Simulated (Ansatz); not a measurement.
ClH3SSeSi (`S[SiH](Cl)[SeH]`). Charge 0, multiplicity 1.

Z-matrix (Å, degrees):
```
Si
Cl 1 2.049
Se 1 2.263 2 113.6
S 1 2.123 2 104.0 3 -123.2
H 1 1.479 2 107.9 3 115.5
H 3 1.469 1 92.2 2 -69.1
H 4 1.345 1 93.2 2 172.0
```

**Question.** What are the harmonic wavenumbers in cm⁻¹ at PBE0-D4/def2-TZVP (Ansatz, finite differences of forces, unscaled)? (Estimate.)

**Answer.** Computed: 117, 142, 191, 201, 243, 369, 529, 566, 619, 732, 783, 833, 2254, 2443, 2703.

**Question.** Is this a minimum?

**Answer.** Yes, all 15 modes are real.

**Question.** Give the ideal-gas thermochemistry at 298.15 K and 1 bar (rigid rotor, harmonic oscillator; point group C1, symmetry number 1).

**Answer.** Zero-point energy 76.1 kJ/mol; H(298) − E = 96.8 kJ/mol; entropy 359.8 J/(mol·K), of which translation 173.5, rotation 122.2, vibration 64.1; G(298) − E = -10.4 kJ/mol.
